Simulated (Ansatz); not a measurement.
The cluster Se₆⁺. Total charge 1; doublet. Geometry PBE0-D4/def2-SVP, basis def2-SVP, Ansatz.

```xyz
6

Se   -0.975   -0.841    1.684
Se   -2.109    2.415   -0.887
Se    2.144   -0.850   -0.225
Se    0.679   -2.223    1.157
Se    0.595   -0.015   -1.669
Se   -0.335    1.514   -0.060
```

| run | HOMO (eV) | LUMO (eV) |
| --- | --- | --- |
| A | -10.16 | -9.48 |
| B | -10.52 | -9.56 |
| C | -10.27 | -9.75 |
| D | -11.25 | -8.87 |

Another isomer (doublet) lies 0.74 eV lower at PBE0-D4/def2-SVP; other spin states weren't run for this one.

HOMO and LUMO are taken over both spins.

Question: The runs used LDA (SPW92), PBE, PBE0, r2SCAN. Estimate which is which.

Answer: A PBE (0 % exact exchange); B r2SCAN (0 % exact exchange); C LDA (SPW92) (0 % exact exchange); D PBE0 (25 % exact exchange). Exact exchange lowers occupied and raises empty levels; among semilocal functionals meta-GGAs tend to open the gap a little, and such runs are hard to tell apart. The gap grows from 0.52 eV (LDA (SPW92)) to 2.38 eV (PBE0).
